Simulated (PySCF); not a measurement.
**How methods differ on the ionisation energy of Br**

Br [Ar] 3d10 4s2 4p5 (2P) → Br⁺ [Ar] 3d10 4s2 4p4 (3P), as a difference of total energies. All numbers are calculated (PySCF 2.14, scalar relativity by spin-free X2C-1e, in x2c-TZVPall (6s5p4d1f, 48 functions)). Correlated levels: valence: [Ar] 3d10 frozen. The calculations carry no spin-orbit coupling.

| method | ionisation energy (eV) |
| --- | --- |
| UHF | 10.722 |
| MN15 | 11.701 |
| B3LYP | 11.917 |
| MP2 (valence) | 11.539 |
| SCS-MP2 (valence) | 11.537 |
| CCSD (valence) | 11.541 |
| CCSD(T) (valence) | 11.575 |

Problem. How much does correlation contribute at CCSD(T) (valence)?

Solution. 11.575 − (10.722) = 0.853 eV, measured against UHF.

Errors of the correlated levels include the incompleteness of this basis and the frozen core.

For comparison: 11.844 eV (measured; NIST levels, between the centres of gravity of the two terms).
